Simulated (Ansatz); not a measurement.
H3W2, relaxed as a doublet with UKS PBE-D4/def2-TZVP in Ansatz, starting from the GFN2-xTB geometry. Force threshold 0.02 eV/Å.

In the def2 sets W takes a core potential; there is no spin–orbit coupling. The charge 0 doublet is spin-contaminated (final ⟨S²⟩ up to 1.26, 0.75 for a pure state). The structure comes from a short search, and lower isomers may exist.

Start:

Cartesian coordinates in Å:
```
W -0.6822 0.7959 1.0422
W 0.4835 -0.5555 -0.7264
H 1.3197 0.3727 -1.9090
H -1.4345 1.6465 2.1596
H 0.3136 -2.2596 -0.5664
```

```tsv
step	energy (eV)	largest force component (eV/Å)	SCF passes
1	-3694.7915	4.648	94
2	-3696.2215	0.397	73
3	-3696.3061	0.437	57
4	-3696.5180	0.955	51
5	-3696.8997	0.786	49
6	-3697.3433	1.036	53
7	-3697.8199	1.046	49
8	-3698.2057	1.240	50
9	-3698.4722	0.785	46
10	-3698.5998	0.208	46
11	-3698.6711	0.312	45
12	-3698.7334	0.296	46
13	-3698.7452	0.388	46
14	-3698.7511	0.334	44
15	-3698.7573	0.065	46
16	-3698.7591	0.036	45
17	-3698.7597	0.007	39
```

Force components are those of the run's own axes.

End:

```tsv
atom	x (Å)	y (Å)	z (Å)
W1	-0.714	1.167	0.211
W2	0.829	-0.325	-0.176
H3	1.120	0.298	-1.757
H4	-0.959	0.502	1.769
H5	-0.277	-1.642	-0.048
```

By distances, no bond broke or formed. The bond that changes most is W1–W2, from 2.51 to 2.18 Å (atoms count from 1). The end is the same structure that another start reached, the lowest one found.

No frequencies were taken in this run, so the end may be a saddle point.

It took 34 s on 4 threads of Arm Neoverse V2 on a shared host.
